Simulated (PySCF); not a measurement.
# Broadened absorption spectrum of C3HN3S

Compound: C₃HN₃S.
SMILES: `N#Cc1ncsn1`

Method used: TDDFT CAM-B3LYP/def2-SVPD, vertical, gas phase, core orbitals frozen in the response in PySCF. Isolated species at its PBE0-D3(BJ)/def2-SVP geometry, gas phase.

Computed states:

| state | E (eV) | f |
| --- | --- | --- |
| S1 | 5.24 | 0.0007 |
| S2 | 5.69 | 0.182 |
| S3 | 6.01 | 0.0011 |
| S4 | 6.31 | 0.0000 |
| S5 | 6.43 | 0.011 |
| S6 | 6.50 | 0.0014 |
| S7 | 6.66 | 0.0023 |
| S8 | 6.94 | 0.202 |
| S9 | 7.41 | 0.051 |
| S10 | 7.47 | 0.0000 |

Each state is given a Gaussian of 0.4 eV full width at half maximum, with ε(max) = 2.175×10⁸ f / Δν̃ (Δν̃ the width in cm⁻¹). The width is an assumption, not a result. The curve ends short of the highest state used, and states not computed would add to its high-energy end.

Task: What does the envelope look like, and where are its maxima?

Result: 
(E (eV), ε (L mol⁻¹ cm⁻¹)): (4.64, 0), (4.68, 0), (4.72, 0), (4.76, 1), (4.80, 2), (4.84, 3), (4.88, 5), (4.92, 8), (4.96, 13), (5.00, 20), (5.04, 32), (5.08, 50), (5.12, 83), (5.17, 163), (5.21, 286), (5.25, 499), (5.29, 852), (5.33, 1401), (5.37, 2204), (5.41, 3299), (5.45, 4687), (5.49, 6310), (5.53, 8045), (5.57, 9710), (5.61, 11090), (5.65, 11986), (5.69, 12258), (5.73, 11864), (5.77, 10866), (5.81, 9422), (5.85, 7736), (5.89, 6019), (5.94, 4086), (5.98, 2837), (6.02, 1890), (6.06, 1230), (6.10, 814), (6.14, 586), (6.18, 497), (6.22, 503), (6.26, 570), (6.30, 672), (6.34, 788), (6.38, 907), (6.42, 1027), (6.46, 1165), (6.50, 1357), (6.54, 1659), (6.58, 2143), (6.62, 2884), (6.67, 4258), (6.71, 5726), (6.75, 7459), (6.79, 9314), (6.83, 11086), (6.87, 12539)

Maxima: 218 nm (5.69 eV), ε about 12000, made up of S2 (100%) (ε in L mol⁻¹ cm⁻¹; maxima over ε = 5, shares over 10%). At its high-energy end, 6.87 eV, the curve is still rising (ε about 13000, from S8).

Task: Coming from long wavelengths, where does ε first pass 100 L mol⁻¹ cm⁻¹?

Result: At about 241 nm (5.14 eV), 0.10 eV below S1.

Task: On this curve, what absorbance would a 10⁻⁵ mol/L sample give at 248 nm over a 1 cm path?

Result: 248 nm is 4.999 eV, where ε is about 20 L mol⁻¹ cm⁻¹, so A = ε c l ≈ 0.0002 (Beer–Lambert, with the gas-phase spectrum and the assumed width).

Task: What would ε be at 5.69 eV, the highest of these maxima, with half the width (0.2 eV)?

Result: About 24500 L mol⁻¹ cm⁻¹ against 12300, a factor of about 2.00; a lone state at its own centre would give exactly 2.

All these states lie below the vertical ionisation energy of 10.89 eV (ΔSCF).
